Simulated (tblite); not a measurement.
Compound: C10H9P.
Cartesian coordinates in Å at the GFN2-xTB level; atoms count from 1:
```xyz
20
C10H9P angstrom
C      4.3244    0.2304   -1.6968
C      3.3128   -0.3125   -1.3376
P      1.8362   -1.2060   -0.9629
C      1.7999   -0.8599    0.8494
C      1.0095    0.1437    0.0467
C     -0.4611    0.1640    0.1236
C     -1.1397    1.3777    0.1891
C     -2.5195    1.4090    0.2734
C     -3.2434    0.2289    0.2884
C     -2.5787   -0.9840    0.2125
C     -1.2003   -1.0159    0.1288
H      5.2069    0.7318   -1.9696
H      2.7113   -0.5134    1.3192
H      1.2317   -1.5492    1.4615
H      1.4629    1.1261   -0.0506
H     -0.5791    2.3019    0.1777
H     -3.0318    2.3587    0.3267
H     -4.3210    0.2539    0.3528
H     -3.1379   -1.9084    0.2138
H     -0.6883   -1.9661    0.0508
```

Calculated harmonic vibrations of the isolated species, GFN2-xTB (tblite), most abundant isotopes, no scaling. The method is semi-empirical: single wavenumbers can be off by several per cent or more. One conformer, not necessarily the lowest.

Harmonic wavenumbers (cm⁻¹): 51.4, 67.6, 82.0, 139.5, 181.4, 265.3, 314.2, 322.6, 370.4, 378.3, 494.7, 545.3, 588.1, 638.8, 646.0, 656.9, 665.7, 675.3, 709.4, 759.3, 797.8, 838.6, 870.7, 893.4, 922.7, 927.8, 930.5, 984.1, 1003.5, 1036.0, 1086.4, 1112.9, 1136.1, 1182.3, 1194.2, 1210.9, 1285.3, 1313.4, 1332.2, 1407.0, 1440.8, 1478.7, 1586.5, 1601.4, 2188.5, 3008.3, 3045.1, 3051.9, 3061.5, 3067.8, 3076.0, 3081.2, 3092.5, 3367.0.

A = 2866, B = 504.8, C = 465.1 MHz; mass 160.044 u (most abundant isotopes); point group C1, symmetry number 1.

Q: What is the zero-point energy?

A: Half the sum of the wavenumbers: 33083 cm⁻¹ = 94.59 kcal/mol.

Q: What is S at 350 K and 1 bar for an ideal gas of classical rigid rotors and harmonic oscillators?

A: Translation 41.94, rotation 31.03, vibration 36.18: S = 109.1 cal/(mol K).

Q: And Cp and H(350 K) − H(0)?

A: Cp = 48.63 cal/(mol K), of which vibrations give 40.68 (their classical limit is 54 R = 107.3); H(350 K) − H(0) = 9.58 kcal/mol without the zero-point energy, 6.80 from vibrations.

Q: What must be added to the electronic energy to get the Gibbs energy at 350 K and 1 bar?

A: ZPE + [H(350 K) − H(0)] − T·S = 94.59 + 9.58 − 38.20 = 65.97 kcal/mol.

Q: How do the functions run with temperature in this model?

A: 
```tsv
T (K)	S (cal/(mol K))	Cp (cal/(mol K))	H − H(0) (kcal/mol)	G − H(0) (kcal/mol)	ln q(vib)
100	71.6	18.4	1.30	-5.86	1.77
200	87.7	29.7	3.68	-13.85	4.36
300	102.1	42.6	7.30	-23.34	7.05
500	129.2	63.6	18.06	-46.52	12.67
800	163.4	81.8	40.15	-90.59	20.96
1000	182.5	89.3	57.31	-125.23	26.10
```

q(vib) and H(0) count from the zero-point level.

Hindered rotation and anharmonicity are outside this model. Other conformers, if any are populated, would add a mixing term that is left out. The structure is chiral; the term R ln 2 for an equal mix with its mirror image is left out.

The run took 0.98 s of wall time on an Arm Neoverse V1 with one thread, no GPU, shared host with 32 logical CPUs at a one-minute load of 12. This covers the Hessian and the dipole derivatives.
